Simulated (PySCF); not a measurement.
Compound: C4H7OS2 (doublet state).
Structure used (GFN2-xTB), in Å, numbered top down from 1:
```
atom  x, y, z in Å
C1     3.625    0.384    0.239
C2     2.376    0.202    0.145
S3     1.182    1.344   -0.749
C4    -0.282    0.288   -0.801
S5    -0.937   -0.083    0.917
C6    -2.520   -0.807    0.303
O7    -0.140   -1.220    1.379
H8     4.458    0.991   -0.004
H9     1.793   -0.594    0.577
H10   -1.040    0.850   -1.338
H11   -0.056   -0.655   -1.296
H12   -3.102   -0.028   -0.175
H13   -2.306   -1.618   -0.385
H14   -3.052   -1.194    1.166
```

The hyperfine couplings belong to this conformer and change with its torsions.

As a line formula: `[H]/[C]=C\SC[S@@](C)=O` [radical].

Theory: UKS B3LYP, pcH-1 on C H O S, non-relativistic, mean-field spin-orbit, GIAO in PySCF. One conformer (not necessarily the lowest) at the GFN2-xTB geometry, without solvent, vibrations or thermal averaging. A GFN2-xTB geometry isn't a minimum of the functional, and hyperfine couplings can be far from their values at a DFT geometry. Stability of the SCF solution: not tested.

**Question.** Break the g tensor into its mass correction, gauge correction and orbital-Zeeman/spin–orbit terms.

**Answer.** 
| Δg (ppm) | 1 | 2 | 3 |
| --- | --- | --- | --- |
| relativistic mass correction | -166 | -166 | -166 |
| gauge correction | 21 | -1 | -45 |
| orbital Zeeman/spin–orbit | -2548 | 98 | 1226 |
| total | -2692 | -69 | 1015 |

So g = 1.99963, 2.00225, 2.00333 and g_iso = 2.00174; the tensor is rhombic: the two nearest values differ by 29 % of g3 − g1. Axes: g1 points within 6° of the S3–C4 bond.

**Question.** How much does each term add to the isotropic shift?

**Answer.** The orbital-Zeeman/spin–orbit term -408, the mass correction -166 and the gauge correction -8 ppm, for a total of -582 ppm. The orbital-Zeeman/spin–orbit term is the largest in size. The mass correction is the same along every axis, so the anisotropy comes from the other two: their spans along these axes are 67 (gauge) and 3774 ppm (orbital Zeeman/spin–orbit).

**Question.** What effective moment and Curie constant follow for a powder?

**Answer.** With the mean of g² = 4.0070 and S(S+1) = 0.75: μ_eff = √(⟨g²⟩S(S+1)) = 1.734 μB and χT = 0.12505·⟨g²⟩·S(S+1) = 0.376 cm³ K/mol (cgs; spin-Hamiltonian part alone).

**Question.** At 9.671 GHz, how far is the centre of the isotropic spectrum from where a free electron (g = 2.002319) resonates?

**Answer.** B = hν/(g μB) with μB/h = 13.99624 MHz/mT gives 345.09 mT for the free electron and 345.19 mT at g_iso, 0.10 mT higher.

**Question.** In a frozen sample, at which fields do the three g values resonate at 9.5, 34, 94 and 263 GHz (hyperfine left aside), and which band first spreads them over more than twice a line width of 1.0 mT?

**Answer.** 
| band | GHz | B(g3) mT | B(g2) mT | B(g1) mT | spread mT |
| --- | --- | --- | --- | --- | --- |
| X | 9.5 | 338.81 | 339.00 | 339.44 | 0.63 |
| Q | 34.0 | 1212.59 | 1213.25 | 1214.84 | 2.25 |
| W | 94.0 | 3352.45 | 3354.27 | 3358.67 | 6.22 |
| J | 263.0 | 9379.74 | 9384.82 | 9397.13 | 17.39 |

The spread grows in proportion to the frequency. Q band is the first where it exceeds 2.0 mT.

Largest spin populations (Mulliken): C1 (+0.98), C2 (-0.19) and S3 (+0.16).

The HOMO–LUMO gaps are 6.19 eV among the α and 3.58 eV among the β orbitals.

The run took 69 s (with the writing of density and orbital grids) on one thread of an Arm Neoverse V2, on a shared host, and the process peaked at 0.95 GiB of memory.
